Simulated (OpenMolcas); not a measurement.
## Pt2+: effect of the IPEA shift

```json
{
  "Program": "OpenMolcas",
  "Basis": "ANO-RCC-VDZP [7s6p4d2f]",
  "Scalar Hamiltonian": "DKH2, point nucleus",
  "Active space": "8 electrons in 5 orbitals (5d)",
  "State averaging": "2S+1 = 3 even, 10 roots; 2S+1 = 1 even, 15 roots",
  "Spin-orbit coupling": "RASSI with atomic mean-field integrals over the reference wave functions, term energies averaged over their components"
}
```

Methods on the same reference wave functions:
A. CASSCF
B. SS-CASPT2, IPEA 0 Eh, imaginary shift 0.1 Eh (closed shells correlated: 5s 5p)
C. SS-CASPT2, IPEA 0.25 Eh, imaginary shift 0.1 Eh (closed shells correlated: 5s 5p)

Energies in cm⁻¹ above 5d⁸ ³F₄, the measured ground level; measured values from NIST levels as listed in McCann et al., Mon. Not. R. Astron. Soc. 538, 537 (2025).

```json
{"Level": "5d⁸ ³F₄", "A": "0.0", "B": "0.0", "C": "0.0", "Measured": "0.0"}
{"Level": "5d⁸ ³F₃", "A": "10407", "B": "10460", "C": "10470", "Measured": "9752"}
{"Level": "5d⁸ ³P₂ [53 %]", "A": "17978", "B": "16840", "C": "17120", "Measured": ""}
{"Level": "5d⁸ ³P₀", "A": "20918", "B": "18240", "C": "18690", "Measured": "14939"}
{"Level": "5d⁸ ³P₁", "A": "23114", "B": "20930", "C": "21470", "Measured": "16782"}
{"Level": "5d⁸ ¹G₄", "A": "25925", "B": "24510", "C": "24440", "Measured": "21331"}
{"Level": "5d⁸ ¹S₀", "A": "55110", "B": "50000", "C": "50120", "Measured": ""}
```

Deviations, from unrounded energies. A percentage is the sum of absolute deviations over the sum of measured energies, with the sign that they share, or ± where signs differ.

```json
{"Against measurement": "mean absolute deviation (cm-1)", "Levels": "4", "A": "4400", "B": "2800", "C": "3100"}
{"Against measurement": "fine structure of the ground term (%)", "Levels": "1", "A": "+6.7", "B": "+7.3", "C": "+7.3"}
{"Against measurement": "other terms of the ground configuration (%)", "Levels": "3", "A": "+31.9", "B": "+20.0", "C": "+21.8"}
```

B lies closest to measurement on these levels and A furthest from it. The largest miss of B in the table is 5d⁸ ³P₁, by +4200 cm-1. The ranking rests on the paired levels alone, and a cruder setting can come out closer through cancelling errors.

Between B and C the level of the table that moves most is 5d⁸ ³P₁, by 530 cm-1 (lowest in B, highest in C). Moves below CASPT2's spread within the term are not significant.

The mean deviations of B to C differ by less than CASPT2's widest spread within a term (730 cm-1), so their order carries little weight.

From A to B the spin-free energies of the other terms of 5d⁸ shown, above ³F, scale by factors of 0.82 to 0.91, as is usual when dynamic correlation screens the repulsion within a d or f shell.

The lowest spin-free term lies below A's lowest term by 0.299 hartree in B, 0.292 hartree in C.

Term energies are means over components that CASPT2 splits; among the terms shown or strongly mixed into the levels shown the widest spread is 730 cm-1 (5d⁸ ¹G, B). Configurations with an s electron lie low in 5d ions of this charge, fall among these levels and mix in, so low-spin terms can stand far too high, up to twice their true height, and weights are not those of the real levels. Without dynamic correlation excited terms often stand tens of per cent too high (terms of higher spin than the ground term too low), and those without a measured partner can miss by more than the paired ones (holds for A). Some terms miss by over 15 % even with CASPT2, which points to a basis or an active space too small for the shells correlated (holds for B; C). Measured partners are found by configuration, term and J. A level has none where our copy of the source lacks it or the pairing is in doubt (some pairs that miss far off the trend of their configuration count as doubtful), and it then counts in no deviation. Levels of configurations outside the active space are missing. Levels that lie high or do not pair safely by name in every column are left out.

A share in square brackets marks a mixed level and gives the weight of the term that names it, the lowest over the columns.
